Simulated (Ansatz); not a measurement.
Ansatz results at the PBE0-D4/def2-TZVP geometry: LUMO energy (PBE0/def2-TZVPP) -0.60 eV; size of the dipole moment (ωB97M-V/def2-TZVPP) 2.28 D; HOMO–LUMO gap (PBE/def2-TZVPP) 5.21 eV.

Problem. Which molecule gave them?
A. `[CH]1=NC[O][InH]1`
B. `FC1([SiH3])C=C1`
C. `C[CH]([GeH3])Br`
D. `CC1=C(F)[SiH2]1`

Solution. B. The others give `C[CH]([GeH3])Br`: -0.23, 1.86, 5.16; `CC1=C(F)[SiH2]1`: -0.22, 1.67, 5.39; `[CH]1=NC[O][InH]1`: -1.78, 2.98, 3.06.
